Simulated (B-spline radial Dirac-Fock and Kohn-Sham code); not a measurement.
## X-ray scattering factor of W⁴⁺

System: W⁴⁺, configuration [Xe] 4f14 5d1 6p1 (an excited configuration).

The run's input, task.json:

```json
{"items": [{
  "Z": 74,
  "q": 4,
  "cfg": [[1, 0, 2], [2, 0, 2], [2, 1, 6], [3, 0, 2], [3, 1, 6], [3, 2, 10], [4, 0, 2], [4, 1, 6], [4, 2, 10], [4, 3, 14], [5, 0, 2], [5, 1, 6], [5, 2, 1], [6, 1, 1]],
  "A": 184,
  "rrms": 5.3658,
  "do": ["scatter"],
  "s": [0.0, 0.08, 0.1, 0.12, 0.15, 0.18, 0.21, 0.25, 0.31, 0.37, 0.44, 0.53, 0.64, 0.77, 0.93, 1.12, 1.34, 1.62, 1.94, 2.34, 2.81, 3.39, 4.07],
  "pz": [0, 0.1, 0.2, 0.3, 0.4, 0.5, 0.6, 0.8, 1.0, 1.2, 1.4, 1.6, 1.8, 2.0, 2.5, 3.0, 4.0, 5.0, 7.0, 10.0, 15.0, 20.0, 30.0, 40.0, 60.0, 100.0],
  "hv_scatter": [1000, 2000, 8047.8, 10000, 30000, 50000, 100000, 1000000]
}]}
```

Launch: `python xray_run.py task.json out`

The computed values come from a radial B-spline solver: relativistic Hartree-Fock (Dirac-Fock) wave functions, averaged over the configuration. f₀ is the Fourier transform of the spherical electron density, S the Waller-Hartree incoherent function, and s = sin θ/λ. The electron scattering factor follows from the Mott-Bethe formula f_e = 0.023934 Å⁻¹·(Z − f₀)/s².

```csv
s (Å⁻¹),f₀,S,f_e (Å)
0,70.000,0.000,–
0.08,68.365,1.848,21.073
0.1,67.528,2.657,15.490
0.12,66.572,3.505,12.346
0.15,64.971,4.807,9.604
0.18,63.231,6.130,7.955
0.21,61.403,7.469,6.837
0.25,58.884,9.258,5.788
0.31,55.043,11.875,4.721
0.37,51.261,14.371,3.975
0.44,47.092,17.123,3.327
0.53,42.280,20.371,2.703
0.64,37.252,23.856,2.147
0.77,32.307,27.404,1.683
0.93,27.373,31.232,1.290
1.12,22.901,35.258,0.975
1.34,19.301,39.387,0.729
1.62,16.410,43.951,0.525
1.94,14.223,48.156,0.380
2.34,11.949,52.010,0.271
2.81,9.528,55.209,0.195
3.39,7.247,58.068,0.139
4.07,5.685,60.542,0.099
```

f₀ starts at the number of electrons, 70, and has fallen to half at s ≈ 0.70 Å⁻¹. The sum of ⟨r²⟩ over the electrons is 36.95 bohr². For an ion f_e diverges as s goes to zero, because of the net charge.
